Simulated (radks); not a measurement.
Excited configurations of Nb III: one electron is placed in a higher orbital outside [Kr] 4d2. The ground configuration is [Kr] 4d3. Calculated with a radial shooting solver on a logarithmic mesh with Libxc functionals: scalar-relativistic Kohn-Sham, PBE, spin-polarised, spherical densities, point nucleus; open shells are filled with parallel spins first (spin-orbit coupling, left out, can overturn this in heavy ions). Excitation = E - E(ground); binding = E(ion) - E, where the ion is the core of charge +3; n* = 3/sqrt(2 binding) in atomic units, and the quantum defect is n - n*.

outer orbital  excitation (eV)  binding (eV)     n*  quantum defect  eigenvalue (eV)
4f                      17.088         8.465  3.803           0.197           -6.573
5s                       3.045        22.508  2.332           2.668          -19.070
5d                      14.696        10.857  3.358           1.642           -9.013
5f                      19.774         5.779  4.603           0.397           -4.757
6p                      16.269         9.284  3.632           2.368           -7.975
7s                      18.861         6.692  4.278           2.722           -5.814
7p                      19.733         5.820  4.587           2.413           -5.059
7d                      21.064         4.489  5.223           1.777           -3.879
7f                      22.556         2.997  6.392           0.608           -2.594

The Delta-SCF ionisation energy is 25.553 eV (NIST Atomic Spectra Database: 25.040 eV, semi-empirical). Self-interaction in the functional shifts the binding energies and quantum defects, so they are the method's values and not measured ones. Open shells are spherical and high-spin; term and fine-structure splittings are not resolved.
